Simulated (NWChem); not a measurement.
Molecule: SnCl2, singlet; SMILES [Cl][Sn][Cl]

Computed with NWChem. Low-valent species are run as closed-shell singlets; no triplet was tried in these runs. Structure relaxed at the PBE-D3(BJ)/def2-SVP level. def2 effective core potentials on Sn; no spin-orbit coupling. Level B3LYP/def2-SVP: energy and gradient on several grids; changes count from the extra-fine grid, which is no exact limit either.

Q: Which is the coarsest grid (fine; xfine; medium; xcoarse; coarse) from which on the energy stays within 500 μHa and each gradient component within 500 μHa/bohr of xfine?

A: xcoarse.
```
grid     size of the energy change (μHa)  largest change of a gradient component (μHa/bohr)
-------  -------------------------------  -------------------------------------------------
xcoarse                               10                                                100
coarse                              < 10                                               < 30
medium                              < 10                                               < 30
fine                                < 10                                               < 30
xfine                               < 10                                               < 30
```
